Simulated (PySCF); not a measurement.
Vertical excitations of a molecule C₂H₆BF₂N from TDDFT-M06-2X/def2-SVPD (PySCF 2.14.0), as energy in eV (oscillator strength): 6.70 (0.002), 7.85 (0.046), 7.97 (0.000), 8.32 (0.282), 8.69 (0.001), 9.41 (0.000), 9.44 (0.000), 9.52 (0.000), 10.06 (0.070), 10.07 (0.013). Lowest triplet (TDA): 6.66 eV. Geometry optimised at B3LYP-D3(BJ)/def2-SVP. Other conformers were not sampled.

Task: Which molecule gave these data?
(A) NB(CF)CF
(B) CN(C)B(F)F
(C) CNB(F)CF
(D) CCNB(F)F

Result: B, CN(C)B(F)F
